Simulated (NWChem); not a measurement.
LaF₂ cation; SMILES [La+]([F])[F]

All runs: NWChem. Structure relaxed at the PBE0/def2-SVP level. This spin state was assumed; another may lie lower. def2 effective core potentials on La; no spin-orbit coupling. Vertical excitations in the gas phase.

**Question.** Predict the results for LDA (Slater exchange, VWN5)/def2-SVPD, full TDDFT. Quantities: lowest excitation, singlet (eV); oscillator strength of that lowest state; lowest triplet (eV); orbital gap (eV).

**Answer.** The lowest excitation, singlet (eV) is 5.91. The oscillator strength of that lowest state is 0.000 and the lowest triplet (eV) is 5.87. The orbital gap (eV) is 5.89.
